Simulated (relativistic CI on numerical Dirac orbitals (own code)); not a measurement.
**Sm: calculation against measurement**

Calculated at this level of theory: Dirac-Coulomb-Breit CI, separate exchange-only KLI orbitals for each configuration, a model potential for QED, valence Slater integrals scaled by 0.85, P86 correlation estimate, and configurations built on the next ion tied to the tabulated ionisation energy (semi-empirical) (own radial code, finite nucleus).

CI space (outside the closed core [Xe]): 4f⁶6s², 4f⁶6s6p, 4f⁶6s7s, 4f⁶6s8s, 4f⁵6s²6p, 4f⁵6s²7p, 4f⁵6s²8s, 4f⁷7s, 4f⁵6s7s². The list is cut by size and lacks configurations that can hold low levels.

```tsv
Configuration	Term (tabulated)	J	Measured (cm⁻¹)	Computed	Error	Purity (%)
4f⁶6s²	7F	0	0.0	0	0	93
4f⁶6s²	7F	1	292.6	311	19	95
4f⁶6s²	7F	2	811.9	862	50	96
4f⁶6s²	7F	3	1489.5	1577	88	97
4f⁶6s²	7F	4	2273.1	2401	128	98
4f⁶6s²	7F	5	3125.5	3293	167	97
4f⁶6s²	7F	6	4020.7	4224	203	96
```

Measured levels from NIST Handbook of Basic Atomic Spectroscopic Data (Sansonetti and Martin, J. Phys. Chem. Ref. Data 34, 1559 (2005)); pairs were made by configuration, J and term (by order where the table uses no LS term), so strongly mixed levels may be paired wrongly.

Mean error by configuration (cm⁻¹): 4f⁶6s² 109. Over the excited levels the mean absolute error is 109 cm⁻¹ (6 of the 42 excited levels that our extract of the source holds in range could be paired, and the others can miss by more), and the median relative error of those above 1,000 cm⁻¹ is 5.5 %. Some levels of the ground configuration have no partner.
